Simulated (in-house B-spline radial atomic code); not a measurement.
Computed with a B-spline radial atomic code. Model: two electrons, singlet ground state, non-relativistic, full CI in B-splines with partial waves to l = 8 (at full coupling up to 3e-4 hartree above the limit, correlation up to 0.6 % small), density held at that of full coupling by Lieb maximisation.

Along the adiabatic connection the electron repulsion is scaled by a coupling λ while a local potential keeps the density fixed. At λ = 0 the system is the Kohn-Sham one and W equals the exchange energy; the exchange-correlation energy is the area under W between 0 and 1. The kinetic energy rises with λ as the electrons avoid each other, with dT/dλ = −λ dW/dλ.

Command:
```bash
python run_ac.py task.json out
```
Settings (lengths in bohr, energies in hartree):
```
potential              harmonic
strength               0.00806
lmax                   8
```

Cost of the run: 42 s on 1 thread of Intel(R) Xeon(R) Processor @ 2.30GHz (shared host).

**W = mean repulsion less Hartree energy, and W of three functionals.**

Given: confinement harmonic well; well frequency 0.00806 hartree; external potential omega^2 r^2/2.

Computed: LDA exchange minus exact 6.0942 millihartree; SCAN exchange minus exact -0.75078 millihartree.

```
coupling  W xc (hartree)  W xc minus exchange (millihartree)  kinetic minus Kohn-Sham (millihartree)  LDA (PW92) W minus its exchange (millihartree)  PBE W minus its exchange (millihartree)  SCAN W minus its exchange (millihartree)
       0       -0.047653                                   0                                       0                                               0                                        0                                         0
    0.02       -0.049819                              -2.167                                    0.02                                           -5.29                                    -3.01                                     -1.71
    0.05               ?                                   ?                                       ?                                               ?                                        ?                                         ?
    0.12          -0.056                              -8.347                                    0.41                                          -14.11                                    -9.86                                     -7.07
    0.25        -0.05924                             -11.587                                    0.98                                          -18.83                                   -13.95                                    -10.64
     0.4       -0.060995                             -13.342                                    1.53                                           -21.8                                   -16.61                                    -12.88
     0.6       -0.062254                             -14.601                                    2.15                                          -24.19                                   -18.79                                    -14.54
     0.8        -0.06302                             -15.367                                    2.68                                          -25.77                                   -20.25                                    -15.53
       1       -0.063551                             -15.899                                    3.15                                          -26.92                                   -21.32                                    -16.16
     1.4               ?                                   ?                                       ?                                               ?                                        ?                                         ?
       2       -0.064925                             -17.273                                    5.11                                          -30.06                                   -24.25                                    -17.53
       3       -0.065572                             -17.919                                    6.69                                          -31.58                                   -25.69                                    -18.01
```

(1) What belongs in the row 0.05?

(2) What belongs in the row 1.4?

(3) What is the PBE exchange minus exact?

**Energy parts, natural occupations and partial-wave weights.**

Computed: exchange energy -0.047653 hartree; correlation energy -0.012744 hartree; kinetic part of the DFT correlation energy 0.0031549 hartree; kinetic part over minus potential part 0.19844; Kohn-Sham kinetic 0.0066006 hartree; Lieb Oxford ratio E_xc over LDA exchange 1.4533.

```csv
natural,occupation of the shell (electrons)
s,1.3256
p,0.63264
d,0.020484
s,0.020022
p,?
s,3.8064e-05
```

(4) What belongs in the row p?

| wave | weight |
| --- | --- |
| s | 0.67285 |
| p | ? |
| d | 0.010242 |
| f | 2.0455e-06 |
| g | 1.9309e-08 |

(5) What belongs in the row p?

(6) What is the Hartree energy?

(7) What is the total energy?

## Answers

(1) W xc (hartree): -0.052327; W xc minus exchange (millihartree): -4.674; kinetic minus Kohn-Sham (millihartree): 0.11; LDA (PW92) W minus its exchange (millihartree): -9.12; PBE W minus its exchange (millihartree): -5.81; SCAN W minus its exchange (millihartree): -3.74.

(2) W xc (hartree): -0.064266; W xc minus exchange (millihartree): -16.613; kinetic minus Kohn-Sham (millihartree): 4; LDA (PW92) W minus its exchange (millihartree): -28.53; PBE W minus its exchange (millihartree): -22.82; SCAN W minus its exchange (millihartree): -16.93.

(3) 1.2802 millihartree.

(4) occupation of the shell (electrons): 0.0011748.

(5) weight: 0.31691.

(6) 0.095306 hartree.

(7) 0.0671 hartree.

Half-way to full coupling W has made 88 % of its drop, against 50 % for a straight line, and second-order (GL2) theory, half the initial slope, overshoots the correlation energy by about 364 %: correlation is strong. Over couplings 0 to 1 the errors in E_xc come to about -2.4 millihartree for LDA, -2.2 millihartree for PBE, -0.4 millihartree for SCAN, so SCAN is nearest. In LDA and PBE and SCAN the errors of exchange and correlation have opposite signs, so the sum is smaller than the larger of the two.
